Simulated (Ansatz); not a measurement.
Molecule: CBr₃ (charge 0, doublet). It need not be the lowest isomer of its formula. 
Coordinates optimised at B3LYP-D3(BJ)/def2-TZVP (Ansatz, a quantum-chemistry and plane-wave program):
```
C
Br 1 1.8821
Br 1 1.8821 2 117.37
Br 1 1.8821 2 117.37 3 148.30
```
Charge 0, spin multiplicity 2.

Basis-set convergence of Hartree-Fock and CCSD correlation energies (hartree) with Ansatz. Valence correlation only, unless marked. UHF or UKS for open shells. No spin-orbit coupling. The frozen core is the preceding noble-gas configuration, with the filled d and f shells of earlier blocks. Non-relativistic.

| basis | functions | E(HF) | E(corr, CCSD) |
|---|---|---|---|
| cc-pVDZ | 95 | -7754.95909 | -0.49480 |
| cc-pVTZ | 159 | -7755.20376 | -0.66265 |
| cc-pVQZ | 259 | -7755.21530 | -0.72100 |

Extrapolating the two largest sets (X = 3 and 4) as X^-3: E(corr) = (64·(-0.72100) - 27·(-0.66265))/37 = -0.7636 Eh, an estimate of the basis-set limit. The largest set recovers 94.4 % of it, the smallest 64.8 %.
